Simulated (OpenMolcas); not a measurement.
## Ag4+: moving or changing the point charges

Ag4+ among 2 point charges of -2 e arranged as a linear pair (D∞h), 2.06 Å from the ion.

```
Program             : OpenMolcas
Method              : CASSCF
Basis               : ANO-RCC-VTZP [7s6p4d2f1g]
Scalar Hamiltonian  : DKH2, point nucleus
Active space        : 7 electrons in 5 orbitals (4d)
State averaging     : 2S+1 = 4 even, 10 roots; 2S+1 = 2 even, 40 roots
Spin-orbit coupling : RASSI with atomic mean-field integrals over the reference wave functions
```

Runs around this geometry, states (labels by Λ). Energies in cm-1 above the lowest state or level, χT in cm3 K/mol.

```tsv
R (Å)	q (e)	Ground state	First state of that spin	First gap with spin-orbit (degeneracies)	χT at 300 K	First state of another spin
2.06	-1	4Φ	4Σ 1531	1139 (2, 2)	4.877	2Δ 18044
1.96	-2	4Σ	4Φ 44.8	1542 (2, 2)	4.756	2Π 15725
2.06	-2	4Φ	4Σ 622.2	1519 (2, 2)	4.777	2Π 16750
2.27	-2	4Φ	4Σ 1360	1315 (2, 2)	4.827	2Δ 17799
```

Scaling the charges by -1 / -2 = 0.50 scales the first state of the same spin by 1531 / 622.2 = 2.46; with fixed orbitals a first-order splitting would follow the charge.

The ground state changes within this set.

Without dynamic correlation the repulsion within the d shell is too large (B by tens of per cent), so at a given field states of lower spin stand too high. Point charges give a weaker field than real ligands, and real ions of this kind are as a rule low spin; the high spin found here belongs to the model. The ground term spreads over less than 5000 cm-1, several times less than with real ligands, so orbital moments are less quenched and χT lies further from the spin-only value than at real sites (holds for R = 2.06, q = -1; R = 2.06, q = -2; R = 2.27, q = -2). This is an electrostatic model: the charges have no orbitals. No measured value stands beside these numbers.
